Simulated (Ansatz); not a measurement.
Species: H$_{3}$GeO, charge 0, doublet. H3GeO (SMILES [O][GeH3], doublet).
B3LYP-D3(BJ)/def2-TZVP minimum from Ansatz (a first-principles code):
```
Ge
O 1 1.8037
H 1 1.5378 2 109.68
H 1 1.5378 3 111.67 2 -121.81
H 1 1.5397 3 111.57 4 -125.62
```
Charge 0, spin multiplicity 2.

Total energies in aug-cc-pVDZ, 13 correlated electrons, 15 frozen orbitals. Open shells are spin-unrestricted; no spin-orbit coupling. Cores are frozen in correlated methods (noble-gas shells, and filled d and f shells in the p block). No relativity.

```tsv
method	program	energy (Eh)	minus CCSDT(Q) (mEh)
HF	Ansatz	-2151.91107	303.63
MP2	Ansatz	-2152.16970	44.99
CCSD	Ansatz	-2152.20579	8.90
CCSD(T)	Ansatz	-2152.21308	1.62
CCSDT(Q)	Ansatz	-2152.21469	0.00
```

Rough core times of Ansatz's runs on a shared machine: CCSD(T) 40 s, CCSDT(Q) 9 min.
